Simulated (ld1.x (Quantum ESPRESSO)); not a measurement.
# An all-electron radial function and its pseudo partner (zinc (Zn))

Columns: radius, all-electron u(r) and pseudo u(r) of the 3d shell (level -14.74 eV) of zinc in the configuration [Ne] 3s2 3p6 3d10 4s1.5 4p0; PBE, scalar-relativistic, RRKJ scheme, ld1.x (Quantum ESPRESSO) 7.5.

| r (bohr) | all-electron | pseudo |
| --- | --- | --- |
| 0.053 | 0.0277 | 0.0058 |
| 0.105 | 0.1361 | 0.0429 |
| 0.158 | 0.3022 | 0.1342 |
| 0.210 | 0.4793 | 0.2799 |
| 0.262 | 0.6430 | 0.4664 |
| 0.315 | 0.7820 | 0.6694 |
| 0.368 | 0.8886 | 0.8527 |
| 0.420 | 0.9625 | 0.9893 |
| 0.473 | 1.0097 | 1.0739 |
| 0.525 | 1.0328 | 1.1069 |
| 0.578 | 1.0376 | 1.1019 |
| 0.630 | 1.0281 | 1.0738 |
| 0.683 | 1.0079 | 1.0342 |
| 0.735 | 0.9808 | 0.9929 |
| 0.788 | 0.9482 | 0.9521 |
| 0.840 | 0.9131 | 0.9138 |
| 0.893 | 0.8755 | 0.8756 |
| 0.945 | 0.8379 | 0.8379 |
| 0.998 | 0.7995 | 0.7995 |
| 1.050 | 0.7624 | 0.7624 |
| 1.102 | 0.7261 | 0.7261 |
| 1.155 | 0.6902 | 0.6902 |
| 1.208 | 0.6556 | 0.6556 |
| 1.260 | 0.6230 | 0.6230 |
| 1.313 | 0.5912 | 0.5912 |
| 1.365 | 0.5614 | 0.5614 |

(1) How many radial nodes do the two functions have?

(2) At about which radius was the pseudo-wave matched?

(3) Is the pseudo-wave norm-conserving?

## Answers

(1) The all-electron 3d function has n − l − 1 = 0; the pseudo-wave has 0.

(2) 0.95 bohr. The columns agree to 0.0005 from 0.89 bohr on; several derivatives are matched, so the curves merge somewhat inside the radius.

(3) Yes: the RRKJ scheme keeps the norm inside the radius equal to the all-electron one, which fixes the energy derivative of the logarithmic derivative at the level.
